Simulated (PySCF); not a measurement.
Zero-point energy (kcal/mol) of eight silicon and germanium compounds: PBE-D3(BJ) beside B3LYP-D3(BJ), computed with PySCF for isolated molecules in the bases named; differences from unrounded values. The eight are the first of their class met in an unordered collection, after screening for sound electronic states; none was chosen by its value. Each level has its own optimised geometry.

```tsv
molecule	basis	B3LYP-D3(BJ)
CH₆ClFOSi₂, SMILES C[SiH2][Si@](O)(F)Cl	def2-SVP	46.02
H5O3PSi, SMILES O[Si](O)(O)P	def2-SVP	37.86
F₃GeHSe, SMILES [F][Ge]([F])([F])[SeH]	def2-SVP	9.56
Si(F)(OH)2(SiH3) (FH5O2Si2), SMILES [Si](F)(O)(O)[SiH3]	def2-SVP	35.35
BH₇OSi₂, SMILES OB([SiH3])[SiH3]	def2-SVP	42.57
CH₇FOSi₂, SMILES C[Si@@H](F)O[SiH3]	def2-SVP	49.34
Ge(F)(Cl)2(NH2) (Cl2FGeH2N), SMILES [NH2][Ge]([Cl])([F])[Cl]	def2-SVP	19.26
CH4N2OSi, SMILES N#CO[SiH2]N	def2-SVP	35.38
```

Question: Estimate the PBE-D3(BJ) values and say how PBE-D3(BJ) differs from B3LYP-D3(BJ) over the set. (Estimate from the structure and the level; the computed values follow.)

Answer: 
| molecule | PBE-D3(BJ) | difference |
|---|---|---|
| CH₆ClFOSi₂, SMILES C[SiH2][Si@](O)(F)Cl | 44.76 | -1.26 |
| H5O3PSi, SMILES O[Si](O)(O)P | 36.81 | -1.05 |
| F₃GeHSe, SMILES [F][Ge]([F])([F])[SeH] | 9.24 | -0.32 |
| Si(F)(OH)2(SiH3) (FH5O2Si2), SMILES [Si](F)(O)(O)[SiH3] | 34.29 | -1.06 |
| BH₇OSi₂, SMILES OB([SiH3])[SiH3] | 41.19 | -1.38 |
| CH₇FOSi₂, SMILES C[Si@@H](F)O[SiH3] | 47.94 | -1.40 |
| Ge(F)(Cl)2(NH2) (Cl2FGeH2N), SMILES [NH2][Ge]([Cl])([F])[Cl] | 18.82 | -0.44 |
| CH4N2OSi, SMILES N#CO[SiH2]N | 34.36 | -1.02 |
PBE-D3(BJ) lies below B3LYP-D3(BJ) in 8 and above it in 0 of the eight; the mean signed difference is -0.99 and the largest -1.40 kcal/mol.
